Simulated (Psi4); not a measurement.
CH₃O (SMILES C[O]), doublet, at a GFN2-xTB geometry; BLYP/STO-3G (Psi4).

Psi4 was given this input:
```
memory 2 GB

molecule {
0 2
C     0.00737565   -0.54258092   -0.03551608
O    -0.02399647    0.76721111    0.02617374
H     1.05649778   -0.91275134    0.04462160
H    -0.43522191   -0.98812215    0.88627883
H    -0.47355799   -0.98132992   -0.92719387
}

set {
  basis sto-3g
  reference uks
}

energy('blyp')
print_variables()
```

What the program printed (banner, timings and long lists left out):

```
   => Loading Basis Set <=

    Name: STO-3G
    Role: ORBITAL
    Keyword: BASIS

         ---------------------------------------------------------
                                   SCF
               by Justin Turney, Rob Parrish, Andy Simmonett
                          and Daniel G. A. Smith
                              UKS Reference
         ---------------------------------------------------------

  ==> Geometry <==

    Molecular point group: c1
    Full point group: C1

    Geometry (in Angstrom), charge = 0, multiplicity = 2:

       Center              X                  Y                   Z               Mass
    ------------   -----------------  -----------------  -----------------  -----------------
         C            0.012096717502    -0.634647221352    -0.035393228378    12.000000000000
         O           -0.019275402498     0.675144808648     0.026296591622    15.994914619570
         H            1.061218847502    -1.004817641352     0.044744451622     1.007825032230
         H           -0.430500842498    -1.080188451352     0.886401681622     1.007825032230
         H           -0.468836922498    -1.073396221352    -0.927071018378     1.007825032230

  Running in c1 symmetry.

  Rotational constants: A =      5.26082  B =      0.99205  C =      0.97811 [cm^-1]
  Rotational constants: A = 157715.42286  B =  29740.84212  C =  29323.10763 [MHz]
  Nuclear repulsion =   35.139122498600884

  Charge       = 0
  Multiplicity = 2
  Electrons    = 17
  Nalpha       = 9
  Nbeta        = 8

  ==> Algorithm <==

  SCF Algorithm Type is DF.
  DIIS enabled.
  MOM disabled.
  Fractional occupation disabled.
  Guess Type is SAD.
  Energy threshold   = 1.00e-06
  Density threshold  = 1.00e-06
  Integral threshold = 1.00e-12

  ==> Primary Basis <==

  Basis Set: STO-3G
    Blend: STO-3G
    Number of shells: 9
    Number of basis functions: 13
    Number of Cartesian functions: 13
    Spherical Harmonics?: true
    Max angular momentum: 1

  ==> DFT Potential <==

   => LibXC <=

    Version 7.1.2
    S. Lehtola, C. Steigemann, M. J. T. Oliveira, and M. A. L. Marques,  SoftwareX 7, 1–5 (2018) (10.1016/j.softx.2017.11.002)

   => Composite Functional: BLYP <=

    BLYP GGA Exchange-Correlation Functional

    P.J. Stephens et. al., J. Phys. Chem., 98, 11623-11627, 1994
    B. Miehlich et. al., Chem. Phys. Lett., 157(3), 200-206 1989

    Deriv               =              1
    GGA                 =           TRUE
[...]
      Ntotal   =   16.9999990094 ; deviation = -9.906e-07

   @Spin Contamination Metric:   1.500530981E-03
   @S^2 Expected:                7.500000000E-01
   @S^2 Observed:                7.515005310E-01
   @S   Expected:                5.000000000E-01
   @S   Observed:                5.000000000E-01

    Orbital Energies [Eh]
    ---------------------

    Alpha Occupied:

[...]
    Alpha Virtual:

[...]
      13A      0.435919

    Beta Occupied:

[...]
    Beta Virtual:

[...]
    Final Occupation by Irrep:
              A
    DOCC [     8 ]
    SOCC [     1 ]
    NA   [     9 ]
    NB   [     8 ]

  @DF-UKS Final Energy:  -113.46031798564820

   => Energetics <=

    Nuclear Repulsion Energy =             35.1391224986008837
    One-Electron Energy =                -224.6138380670234937
    Two-Electron Energy =                  91.1287228826485887
    DFT Exchange-Correlation Energy =     -15.1143252998741939
    Empirical Dispersion Energy =           0.0000000000000000
    VV10 Nonlocal Energy =                  0.0000000000000000
    Total Energy =                       -113.4603179856482029

  UHF NO Occupations:
  HONO-2 :    7  A 1.9997471
  HONO-1 :    8  A 1.9996497
  HONO-0 :    9  A 1.0000000
  LUNO+0 :   10  A 0.0003503
  LUNO+1 :   11  A 0.0002529
  LUNO+2 :   12  A 0.0000936
  LUNO+3 :   13  A 0.0000536

Computation Completed

Properties will be evaluated at   0.000000,   0.000000,   0.000000 [a0]

Properties computed using the SCF density matrix

 Multipole Moments:

 ------------------------------------------------------------------------------------
     Multipole            Electronic (a.u.)      Nuclear  (a.u.)        Total (a.u.)
 ------------------------------------------------------------------------------------

 L = 1.  Multiply by 2.5417464519 to convert [e a0] to [Debye]
 Dipole X            :         -0.0884087            0.1516660            0.0632572
 Dipole Y            :          2.4859318           -2.9576617           -0.4717299
 Dipole Z            :          0.0659243            0.0039467            0.0698710
 Magnitude           :                                                    0.4810535

 ------------------------------------------------------------------------------------

  Variable Map:
  ----------------------------------------------------------------------------
[...]
  Array Variable Map:
  ----------------------------------------------------------------------------
[...]
[...]
```
